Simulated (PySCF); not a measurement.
C3H6BBr, SMILES C=CB(C)Br. Atoms are numbered in the order given.

```xyz
11

B      0.3025    -0.5541     0.0000
Br    -0.2046     1.3132     0.0000
C      1.8314    -0.8799     0.0000
H      2.0648    -1.9541     0.0000
H      2.3124    -0.4179     0.8783
H      2.3124    -0.4179    -0.8783
C     -0.8569    -1.5814     0.0000
C     -0.6476    -2.9084     0.0000
H     -1.8931    -1.2233     0.0000
H     -1.4707    -3.6312     0.0000
H      0.3627    -3.3310     0.0000
```
Charge 0, spin multiplicity 1.

The structure is a stationary point at PBE0-D3(BJ)/def2-SVP. The values are those of a single conformer.

The numbers are results of PBE/pcSseg-1 (PySCF), not measurements.

GIAO shieldings, no solvent; atoms alike by connectivity are averaged. δ = σ(ref) − σ: ¹¹B against BF3 (σ = 83.9 ppm); ¹³C against TMS (σ = 182.0 ppm); ¹H against TMS (σ = 31.49 ppm), references at their B3LYP-D3(BJ)/def2-TZVP geometries, non-relativistic (without spin–orbit terms, shifts of atoms bonded to Cl or Br come out too high).

```
nucleus       atoms  count  δ (ppm)
-------  ----------  -----  -------
¹¹B              B1      1     62.3
¹³C              C7      1    152.8
¹³C              C8      1    149.5
¹³C              C3      1     12.7
¹H               H9      1     7.18
¹H         H10, H11      2     6.89
¹H       H4, H5, H6      3     1.48
```
